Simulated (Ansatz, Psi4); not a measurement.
The Ansatz (a quantum-chemistry and plane-wave program) input:
Ansatz 0.2 input:
```yaml
crystal:
  periodic: [false, false, false]
  atoms:
    - {symbol: C, position_ang: [-2.77485450, -0.31397233, -0.09795376]}
    - {symbol: C, position_ang: [-1.29792260, -0.13873099, -0.03622907]}
    - {symbol: C, position_ang: [-0.45540720, -1.26271643, 0.02356923]}
    - {symbol: C, position_ang: [0.90039985, -1.13281791, 0.06596932]}
    - {symbol: C, position_ang: [1.53805169, 0.17123047, 0.05117137]}
    - {symbol: O, position_ang: [2.76698655, 0.30614444, 0.08995023]}
    - {symbol: C, position_ang: [0.63546333, 1.30580553, -0.01312065]}
    - {symbol: C, position_ang: [-0.71777593, 1.13931539, -0.05441069]}
    - {symbol: H, position_ang: [-3.10307357, -1.07229238, 0.61135704]}
    - {symbol: H, position_ang: [-3.06467633, -0.65514815, -1.09371576]}
    - {symbol: H, position_ang: [-3.29368044, 0.61901725, 0.10676058]}
    - {symbol: H, position_ang: [-0.90589933, -2.24607811, 0.03647089]}
    - {symbol: H, position_ang: [1.54792454, -1.99548828, 0.11300103]}
    - {symbol: H, position_ang: [1.08227016, 2.28858041, -0.02585172]}
    - {symbol: H, position_ang: [-1.36648507, 2.00357152, -0.10159847]}
basis:
  gaussian:
    orbitals: STO-3G
hamiltonian:
  xc: b3lyp
magnetization: {spin_polarized: true, initial_magnetization: 1}
accuracy: high
```

Task: Convert this to an input for Psi4.

Result: This is not unique; one that fits is 
```
memory 2 GB

molecule mol {
0 2
C    -2.774855   -0.313972   -0.097954
C    -1.297923   -0.138731   -0.036229
C    -0.455407   -1.262716    0.023569
C     0.900400   -1.132818    0.065969
C     1.538052    0.171230    0.051171
O     2.766987    0.306144    0.089950
C     0.635463    1.305806   -0.013121
C    -0.717776    1.139315   -0.054411
H    -3.103074   -1.072292    0.611357
H    -3.064676   -0.655148   -1.093716
H    -3.293680    0.619017    0.106761
H    -0.905899   -2.246078    0.036471
H     1.547925   -1.995488    0.113001
H     1.082270    2.288580   -0.025852
H    -1.366485    2.003572   -0.101598
}

set {
  basis sto-3g
  reference uks
  scf_type pk
  puream true
  d_convergence 1e-8
  dft_radial_points 99
  dft_spherical_points 590
}

energy('b3lyp')
print_variables()
```

Both were run: Ansatz gave -341.768475 Eh and Psi4 -341.768475 Eh, 0.000 mEh apart.
